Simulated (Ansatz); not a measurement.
Consider the cleavage of the Ge–Si bond: `S[SiH2][GeH3]` + `OCBCl` → `ClBC[O][GeH3]` + `[SiH3]S`.

Computed with Ansatz on PBE0-D4/def2-TZVP structures; ΔE is electronic, products minus reactants. CCSD(T)/CBS adds triple-zeta CCSD(T) − MP2 to the extrapolated MP2 energy (def2 sets, frozen cores). For Ge outer-core shells are correlated without core-valence functions, which leaves a few kJ/mol of doubt a bond. Scalar relativity is left out up to krypton. One conformer a species, not always the lowest.

```tsv
level	ΔE (eV)
MP2/def2-TZVPP	-0.04
MP2/CBS(def2)	0.03
```

**Question.** What does CCSD(T)/CBS give? (Best estimate.)

**Answer.** Computed: +0.06 eV. The listed levels differ from it by -0.10, -0.03 eV.

Largest T1 diagnostic among the species: 0.012.

From PBE to PBE0 (25 % exact exchange), in def2-TZVPP and without D4, ΔE moves by −0.03 eV. In def2-TZVPP, CCSD(T) changes the Hartree–Fock value by +0.19 eV (the triples alone add +0.02 eV) and MP2 by +0.16 eV.
